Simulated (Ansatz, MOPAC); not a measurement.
System: C$_{4}$H$_{5}$N (charge 0, singlet). SMILES: C/C=C\C#N

Atoms: C1, C2, C3, C4, N5, H6, H7, H8, H9, H10. Bonds: C1-C2, C1-H6, C1-H7, C1-H8, C2-C3, C2-H9, C3-C4, C3-H10, C4-N5.

Bond lengths (Å) and angles (degrees) optimised at PM7 with MOPAC; HF/3-21G with Ansatz (an electronic-structure program); HF/6-31G* with Ansatz; B3LYP/LANL2DZ with Ansatz, each started from the B3LYP-D3(BJ)/def2-TZVP structure (Ansatz) of the last column. A row stands for all coordinates that are equal there; 13 of 19 kinds are shown. 6-31G* holds six Cartesian d functions. No wavenumbers were computed at B3LYP/LANL2DZ, so these may be saddle points.

```
coordinate    PM7  HF/3-21G  HF/6-31G*  B3LYP/LANL2DZ  B3LYP-D3(BJ)/def2-TZVP
----------  -----  --------  ---------  -------------  ----------------------
C1-C2       1.483     1.504      1.498          1.506                   1.488
C1-H6       1.101     1.081      1.082          1.094                   1.089
C1-H7       1.102     1.086      1.086          1.099                   1.094
C2-C3       1.342     1.322      1.325          1.358                   1.337
C2-H9       1.095     1.074      1.077          1.091                   1.085
C3-C4       1.416     1.426      1.442          1.437                   1.424
C3-H10      1.097     1.072      1.074          1.088                   1.083
C4-N5       1.159     1.141      1.137          1.184                   1.153
C1-C2-C3    124.7     126.0      126.9          126.4                   126.1
C2-C3-C4    123.5     123.6      123.3          123.9                   123.2
C3-C4-N5    179.4     180.0      179.3          178.8                   179.3
C2-C1-H6    113.6     111.8      112.2          112.2                   112.1
C2-C1-H7    111.3     110.0      110.0          110.3                   110.3
```

Mean signed difference of all 9 bond lengths from B3LYP-D3(BJ)/def2-TZVP: PM7 0.006 Å, HF/3-21G -0.006 Å, HF/6-31G* -0.004 Å, B3LYP/LANL2DZ 0.012 Å.
